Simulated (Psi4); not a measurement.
Psi4 input (wB97X-D/6-311+G**):

```
memory 1500 MB

molecule {
0 2
C    -0.76620700    0.74042900    0.67423100
C     0.14821200    0.33594800   -0.16934900
O     0.52424200   -0.95057400   -0.42524200
H    -1.20617500    1.65582300    1.02155800
H     0.72267400    1.03371600   -0.77663800
H    -0.00245800   -1.54321000    0.12772700
symmetry c1
no_reorient
no_com
}

set {
  basis 6-311+G**
  reference uks
  scf_type pk
  dft_radial_points 99
  dft_spherical_points 590
  e_convergence 1e-8
  d_convergence 1e-7
  maxiter 150
}

e = energy('wb97x-d')
print_out(f'\nFINAL {e:.10f} DIPOLE {variable("CURRENT DIPOLE")[0]:.6f} {variable("CURRENT DIPOLE")[1]:.6f} {variable("CURRENT DIPOLE")[2]:.6f}\n')
```

From the output:

```
      33A      0.603098    34A      0.606913    35A      0.676035
      36A      0.679713    37A      0.697940    38A      0.775692
      39A      0.838389    40A      0.849379    41A      0.968255
      42A      1.070688    43A      1.108248    44A      1.119452
      45A      1.205886    46A      1.269949    47A      1.379392
      48A      1.398330    49A      1.480585    50A      1.542699
      51A      1.564078    52A      1.608927    53A      1.671428
      54A      1.714070    55A      1.817109    56A      1.907236
      57A      1.946571    58A      2.049582    59A      2.124497
      60A      2.225315    61A      2.268644    62A      2.390851
      63A      2.494593    64A      2.641830    65A      2.675912
      66A      2.718216    67A      2.761643    68A      2.951613
      69A      3.000594    70A      3.088884    71A      3.142957
      72A      3.179121    73A      3.251292    74A      3.494013
      75A      3.606971    76A      3.899221    77A      3.999076
      78A      4.107114    79A      5.066210    80A      5.468860
      81A      5.753265    82A     23.730949    83A     24.469030
      84A     50.004161

    Final Occupation by Irrep:
              A
    DOCC [    11 ]
    SOCC [     1 ]
    NA   [    12 ]
    NB   [    11 ]

  @UKS Final Energy:  -153.11581997580288

   => Energetics <=

    Nuclear Repulsion Energy =             63.7717270796971860
    One-Electron Energy =                -333.5189995701145449
    Two-Electron Energy =                 130.7875729493033816
    DFT Exchange-Correlation Energy =     -14.1554098756515305
    Empirical Dispersion Energy =          -0.0007105590373758
    VV10 Nonlocal Energy =                  0.0000000000000000
    Total Energy =                       -153.1158199758028786

  UHF NO Occupations:
  HONO-2 :   10  A 1.9991331
  HONO-1 :   11  A 1.9950929
  HONO-0 :   12  A 1.0000000
  LUNO+0 :   13  A 0.0049071
  LUNO+1 :   14  A 0.0008669
  LUNO+2 :   15  A 0.0002104
  LUNO+3 :   16  A 0.0001813

Computation Completed

Properties will be evaluated at   0.000000,   0.000000,   0.000000 [a0]

Properties computed using the SCF density matrix

 Multipole Moments:

 ------------------------------------------------------------------------------------
     Multipole            Electronic (a.u.)      Nuclear  (a.u.)        Total (a.u.)
 ------------------------------------------------------------------------------------

 L = 1.  Multiply by 2.5417464519 to convert [e a0] to [Debye]
 Dipole X            :         -0.2291835            0.0000132           -0.2291703
 Dipole Y            :          0.1640962           -0.0000019            0.1640943
 Dipole Z            :          0.2063142            0.0000057            0.2063199
 Magnitude           :                                                    0.3493048

 ------------------------------------------------------------------------------------

FINAL -153.1158199758 DIPOLE -0.229170 0.164094 0.206320

*** Psi4 exiting successfully. Buy a developer a beer!
```

The geometry given is a B3LYP-D3(BJ)/def2-TZVP minimum.
